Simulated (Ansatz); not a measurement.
`C[SiH](O)[SiH](O)O` + CH₃NH₂ → `CN[SiH](O)O` + `C[SiH2]O`  (cleavage of the Si–Si bond)

Calculated with Ansatz (gas phase, PBE0-D4/def2-TZVP geometries, no zero-point term in ΔE). CCSD(T)/CBS adds triple-zeta CCSD(T) − MP2 to the extrapolated MP2 energy (def2 sets, frozen cores). This one scheme is used for every species. DFT in def2-TZVPP. One conformer a species, not always the lowest.

`C[SiH](O)[SiH](O)O`:

Cartesian coordinates in Å:
```
C 0.747 1.546 -1.339
Si -0.402 0.768 -0.088
O -1.740 0.088 -0.816
Si 0.482 -1.145 0.947
O 0.050 -1.070 2.535
O -0.164 -2.433 0.146
H 1.091 0.812 -2.071
H 1.626 1.959 -0.835
H 0.258 2.363 -1.877
H -0.833 1.827 0.873
H -2.393 0.673 -1.203
H 1.954 -1.347 0.848
H 0.356 -1.771 3.113
H -1.033 -2.270 -0.231
```

CH₃NH₂:

```xyz
7

C     0.432    0.045   -0.367
N    -0.684    0.254    0.540
H     0.744   -1.001   -0.496
H     1.297    0.609   -0.011
H     0.177    0.441   -1.352
H    -0.465   -0.096    1.463
H    -1.501   -0.252    0.223
```

`CN[SiH](O)O`:

Cartesian coordinates in Å:
```
C -1.002 -1.010 -0.952
N -0.845 0.288 -0.328
Si 0.540 0.820 0.495
O 0.887 -0.097 1.820
O 1.895 0.685 -0.417
H -0.802 -0.990 -2.029
H -0.302 -1.718 -0.504
H -2.010 -1.407 -0.796
H -1.493 0.987 -0.652
H 0.260 2.231 0.859
H 0.180 -0.214 2.455
H 2.692 0.426 0.049
```

`C[SiH2]O`:

Cartesian coordinates in Å:
```
C -1.038 -0.470 -0.281
Si 0.403 0.440 0.473
O 1.861 -0.150 -0.031
H -1.980 -0.079 0.114
H -0.989 -1.537 -0.051
H -1.060 -0.354 -1.367
H 0.412 0.273 1.947
H 0.285 1.890 0.142
H 2.105 -0.012 -0.947
```

| level | ΔE (eV) |
| --- | --- |
| PBE0 | -0.83 |
| CCSD(T)/def2-TZVPP | -0.97 |
| SCS-MP2/def2-QZVPP | -1.05 |
| HF/CBS(def2) | -1.16 |

Question: What does CCSD(T)/CBS give? (Best estimate.)

Answer: The calculation gave: -0.96 eV. The listed levels differ from it by 0.13, -0.01, -0.09, -0.20 eV.

Largest T1 diagnostic among the species: 0.012.

From PBE to PBE0 (25 % exact exchange), in def2-TZVPP and without D4, ΔE moves by −0.09 eV. In def2-TZVPP, CCSD(T) changes the Hartree–Fock value by +0.18 eV (the triples alone add +0.03 eV) and MP2 by +0.11 eV.
